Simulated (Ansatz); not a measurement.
# Two structures, one formula

The two ends of one reaction step of SiNH$_{7}$SO, singlet (PBE0-D4/def2-TZVP).

A:

```xyz
11
angstrom
Si -0.7548 -0.1853 0.0787
S 0.5014 -1.6576 1.0330
H -1.0836 -0.4791 -1.3405
H -2.0507 -0.5053 0.7857
O -0.6116 1.4313 0.4695
H 1.6421 -0.3605 -1.4334
N 1.2232 0.3680 -0.8678
H -0.4566 -2.1499 1.8312
H -1.3157 1.7083 1.0592
H 1.8881 0.6620 -0.1614
H 1.0182 1.1680 -1.4545
```

B:

```xyz
11
angstrom
Si -0.7926 0.6993 -0.0559
S 1.1594 -3.0386 0.0232
H -1.5206 -0.0279 -1.1260
H -1.0549 0.0877 1.2729
O -1.2351 2.2872 -0.0403
H 1.1192 -1.7004 -0.1654
N 0.8829 0.5307 -0.3733
H 0.8256 -2.9239 1.3172
H -2.1526 2.5012 0.1353
H 1.5455 0.8563 0.3147
H 1.2230 0.7282 -1.3025
```

Ansatz 0.2.0; basis: def2-TZVPP; cores frozen in the correlated methods. B3LYP uses VWN-RPA correlation.

Which structure is lower at CCSD(T), and by how much? (To be estimated.)

The calculation gives: A, by 0.084 eV (electronic energy, against the other). By their contacts, A is a complex of SiH₄SO ([OH][SiH2][SH]) + NH₃ and B is a complex of SiNH₅O ([NH2][SiH2][OH]) + H₂S.

Do the other methods give the same order? (Judge from chemistry; the calculation decides.)

The calculation gives: Not all: HF gives the other order.

| method | E(B) − E(A) (eV) |
| --- | --- |
| SPW92 | 0.330 |
| PBE-D4 | 0.208 |
| BLYP-D4 | 0.037 |
| r2SCAN-D4 | 0.180 |
| B97M-V | 0.156 |
| PBE0-D4 | 0.195 |
| B3LYP-D4 | 0.034 |
| r2SCAN0-D4 | 0.170 |
| BHLYP-D4 | 0.022 |
| CAM-B3LYP-D4 | 0.005 |
| wB97X-V | 0.108 |
| wB97M-V | 0.133 |
| B2PLYP | 0.011 |
| PBE-QIDH | 0.167 |
| RPA on PBE | 0.046 |
| HF | -0.223 |
| MP2 | 0.124 |
| CCSD | 0.033 |
| CCSD(T) | 0.084 |

The T1 diagnostic stays at or below 0.011.

Labels in which every atom is bracketed show which atoms are joined, not bond orders.

For scale, one of the runs: CCSD(T)/def2-TZVPP, 244 basis functions, launched by `ansatz run in.yaml --threads 4 --pin off --events-out ev --progress --plain --max-ram 9574MiB`. The run took 97 s on 4 CPU threads of an Arm Neoverse V1 (shared host), with 4.7 GiB of host memory at its peak.
